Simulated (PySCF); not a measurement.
This PySCF input asks for the NMR shieldings of SMILES B(Cl)(Cl)[SiH2]CC1CC1, C4H9BCl2Si; the geometry comes from GFN2-xTB.

```python
import basis_set_exchange as bse
import numpy as np
from pyscf import gto, dft
from pyscf.prop import nmr

atoms = """
Cl    2.586656   -1.869202    1.016790
B     2.317444   -0.191235    0.748500
Cl    2.570382    0.850422    2.099820
Si    1.685237    0.518987   -1.003112
C    -0.193835    0.872017   -0.867066
C    -0.968333   -0.351192   -0.440303
C    -1.008919   -0.731488    1.007881
C    -2.244128   -0.209750    0.334435
H     1.888323   -0.420758   -2.115102
H     2.330451    1.782330   -1.388747
H    -0.360051    1.670759   -0.142257
H    -0.577365    1.229669   -1.823421
H    -0.923846   -1.163943   -1.155535
H    -0.969467   -1.776023    1.277510
H    -0.510664   -0.083910    1.714958
H    -3.050627   -0.899599    0.136937
H    -2.578256    0.784945    0.588803
"""
names = dict.fromkeys(["Cl", "B", "Si", "C", "H"], "pcSseg-1")
basis = {el: gto.basis.parse(bse.get_basis(n, elements=[el], fmt="nwchem")) for el, n in names.items()}
mol = gto.M(atom=atoms, basis=basis, charge=0, verbose=0)
mf = dft.RKS(mol, xc="PBE0")
mf.grids.level = 2
mf.grids.alignment = dft.numint.BLKSIZE   # the property module wants whole blocks of grid points
mf.conv_tol = 1e-9
mf.kernel()

calc = nmr.RKS(mf)   # GIAO
C = mf.mo_coeff
Co = C[:, mf.mo_occ > 0]
resp = mf.gen_response(singlet=True, hermi=2)
def vind(x):   # induced exchange potential for any number of trial vectors
    d = np.einsum("pi,xij,qj->xpq", C, 2 * x.reshape(-1, C.shape[1], Co.shape[1]), Co, optimize=True)
    return np.einsum("xpq,pi,qj->xij", resp(d - d.transpose(0, 2, 1)), C, Co, optimize=True).ravel()
mo1, _ = nmr.rhf.solve_mo1(calc, with_cphf=vind)
sigma = calc.kernel(mo1)
for i, s in enumerate(sigma):   # ppm
    print("%2d %-2s %9.2f" % (i, mol.atom_pure_symbol(i), np.trace(s) / 3))
```

Problem. What are the results?

Solution. 
```
 0 Cl    542.00
 1 B      23.66
 2 Cl    568.36
 3 Si    419.13
 4 C     165.84
 5 C     174.06
 6 C     176.63
 7 C     174.14
 8 H      27.75
 9 H      27.72
10 H      31.57
11 H      30.02
12 H      30.86
13 H      31.28
14 H      32.01
15 H      31.08
16 H      31.52
```

These numbers come from an equivalent density-fitted implementation of the same equations, which agrees with the script to about 0.01 ppm for H and up to a few tenths of a ppm for heavy atoms, so last digits may differ.

Size and cost of the density-fitted run: 202 basis functions, 94 s wall time on 1 thread of an Intel Xeon, shared host; peak memory 0.88 GiB.
